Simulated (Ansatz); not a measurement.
`N=C(F)[S][GeH3]` → `N=C(F)S` + `[GeH2]` at 600 K and 1 bar (germylene loss).

Calculated with Ansatz (gas phase, PBE0-D4/def2-TZVP geometries, no zero-point term in ΔE). CCSD(T)/CBS adds triple-zeta CCSD(T) − MP2 to the extrapolated MP2 energy (def2 sets, frozen cores). For Ge outer-core shells are correlated without core-valence functions, which leaves a few kJ/mol of doubt a bond. Scalar relativity is left out up to krypton. One conformer a species, not always the lowest.

```
          species  CCSD(T)/CBS energy (Eh)  H − E (kJ/mol)  S (J/(mol·K))
`N=C(F)[S][GeH3]`              -2668.82697           187.9          444.9
        `N=C(F)S`               -591.49692           125.7          342.8
         `[GeH2]`              -2077.24753            50.4          247.2
```

H − E and S are ideal-gas, rigid-rotor, harmonic terms from PBE0-D4/def2-TZVP, for one conformer and one mirror image of each species. 1 Eh = 2625.50 kJ/mol, R = 8.31446 J/(mol·K).

Problem. By hand: ΔE, ΔH, ΔS and ΔG.

Solution. ΔE = (-591.49692) + (-2077.24753) − (-2668.82697) = 0.08252 Eh = 216.7 kJ/mol. Δ(H − E) = 125.7 + 50.4 − 187.9 = -11.8, so ΔH = 204.9 kJ/mol. ΔS = 342.8 + 247.2 − 444.9 = 145.1 J/(mol·K). ΔG = 204.9 − 600 × (145.1)/1000 = 117.8 kJ/mol.

Problem. By hand: the equilibrium constant, and the temperature at which ΔG would vanish if ΔH and ΔS stayed fixed.

Solution. log₁₀ K = −ΔG/(RT ln 10) = -10.3. ΔG = 0 at ΔH/ΔS = 1412 K.

The number of gas molecules changes by +1, which sets the sign of ΔS. A doubt of 5 kJ/mol in ΔE shifts log₁₀ K by 0.4 here. Other conformers and mirror images would add mixing entropy, several J/(mol·K) or more a flexible species. Modes under 60 cm⁻¹, often nearly free rotors, make the harmonic entropy too high. These are equilibria of isolated gas molecules and say nothing of rates. Largest T1 diagnostic: 0.014 (customary marks: 0.02 for closed shells, 0.045 for open ones).
